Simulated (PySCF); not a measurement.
19F chemical shifts

All values are calculated (PySCF): structure optimised with PBE0-D3(BJ)/def2-SVP, shielding tensors at PBE0/pcSseg-1 (GIAO). One computed conformer, one averaged value for each set of equivalent atoms, no relativistic terms, isolated molecule.

Shieldings were converted by a linear fit to measured shifts: 19F (scatter 6.9 ppm rms, 7.8 ppm with the 5 outliers that the fit left out vs CFCl3, solution or neat liquid, with a term for F on sp3 carbon). A few per cent of atoms miss by over 2 rms, more outside the fitted compound classes.

Q: Give the 19F shifts of `F[C@@H]1CCOC[C@@H](F)C1`, `C=C(F)CC`, `CC/C=C/F`.

A: 
| compound | environment | δ (ppm) |
| --- | --- | --- |
| [F:1][C@@H:2]1[CH2:3][CH2:4][O:5][CH2:6][C@@H:7]([F:8])[CH2:9]1 | F8: fluorine on an sp3 carbon | -172.3 |
| [F:1][C@@H:2]1[CH2:3][CH2:4][O:5][CH2:6][C@@H:7]([F:8])[CH2:9]1 | F1: fluorine on an sp3 carbon | -184.5 |
| C=C(F)CC | vinylic fluorine | -94.4 |
| CC/C=C/F | vinylic fluorine | -118.8 |

Q: Match the shifts -91.9, -120.9, -190.2 ppm to `C/C=C(\C)F`, `C=C[C@H](C)F`, `CC/C=C\F`.

A: -91.9: C/C=C(\C)F (vinylic fluorine); -120.9: CC/C=C\F (vinylic fluorine); -190.2: C=C[C@H](C)F (fluorine on an sp3 carbon).
